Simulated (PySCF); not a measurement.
**Exercise with solution: oscillator strength and radiative lifetime**

Si(F)2(OMe)(NH2) (CH5F2NOSi), SMILES CO[Si](N)(F)F.

The structure is a stationary point at B3LYP-D3(BJ)/def2-SVP. The structure was generated by enumeration, and PubChem lists no compound with its InChIKey, so it may never have been made. The values are those of a single conformer.

TDA-PBE/def2-SVPD (PySCF) puts the first singlet state with f over 0.02 at 6.38 eV (vertical), with the transition dipole (0.333, 0.435, 0.141) in atomic units.

Question: Find the oscillator strength, the wavelength and the radiative lifetime that this transition would have in vacuum if emission retraced absorption.

Answer: 
|μ|² = 0.3200 au, so |μ| = 1.44 D. ΔE = 6.38/27.211 = 0.2345 hartree. f = (2/3) ΔE |μ|² = 0.050 (the program prints 0.050).
λ = 1239.84/6.38 = 194 nm; ν = 51458 cm⁻¹.
Einstein's coefficient A = 0.6670 ν² f s⁻¹ (ν in cm⁻¹) = 8.8e7 s⁻¹, so τ = 1/A = 11 ns. This state is S1. The figure is the radiative limit of this one transition; relaxation, internal conversion, crossing to triplets and a medium change what is measured.
